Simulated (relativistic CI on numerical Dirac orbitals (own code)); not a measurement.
L2,3 absorption of manganese in several valence states

Computed multiplet spectra 2p⁶3dⁿ → 2p⁵3dⁿ⁺¹ (Dirac-Coulomb-Breit ions, Slater integrals scaled by 0.8, an assumed crystal field that grows with the charge, no charge transfer; 300 K; Lorentzian 0.4 eV and Gaussian 0.3 eV FWHM at both edges, so that L2 comes out sharper than in experiment). Peaks over 5 % are given in eV from the highest peak in the L3 region of each spectrum (height, largest 100). S of the lowest state is read from ⟨S²⟩, and the branching ratio is the share of L3, cut at the minimum between the edges.

Field parameters in Wybourne normalisation: Oh B⁴₀ = 21Dq, B⁴₄ = √(5/14) B⁴₀. The field is a parameter set, without covalency.

- Mn²⁺ (d5, Oh, 10Dq = 9750 cm⁻¹): S = 2.50, high spin, branching ratio 0.76; peaks -1.4 (27), 0.0 (100), 1.4 (29), 3.4 (10), 9.6 (15), 11.2 (19), 12.2 (18)
- Mn³⁺ (d4, Oh, 10Dq = 12600 cm⁻¹): S = 2.00, high spin, branching ratio 0.65; peaks -4.2 (6), -1.7 (43), -1.0 (46), 0.0 (100), 1.5 (65), 6.7 (24), 7.9 (34), 8.7 (30), 10.7 (31), 11.6 (42), 12.6 (18)
- Mn⁴⁺ (d3, Oh, 10Dq = 15450 cm⁻¹): S = 1.50, branching ratio 0.58; peaks -1.7 (56), 0.0 (100), 1.0 (90), 3.1 (24), 4.5 (14), 7.5 (27), 8.9 (87), 10.3 (40), 11.3 (68)
- Mn⁵⁺ (d2, Oh, 10Dq = 18300 cm⁻¹): S = 1.00, branching ratio 0.58; peaks -5.6 (5), -5.0 (6), -2.3 (25), -1.4 (24), 0.0 (100), 2.1 (36), 3.2 (18), 4.8 (25), 7.2 (22), 7.7 (21), 8.8 (55), 10.4 (46), 11.5 (54), 13.6 (6)

The centroid of the whole edge, which also moves with the branching ratio, lies at 645.3 (Mn²⁺), 648.6 (Mn³⁺), 652.9 (Mn⁴⁺), 657.6 (Mn⁵⁺) eV in this ionic model, in steps of 3.3 to 4.7 eV. Compounds show about 1 to 2 eV a unit and lower energies for the high valences, since ligands screen the charge. The multiplet shape follows the d count and the spin state, and so serves as a fingerprint of valence.
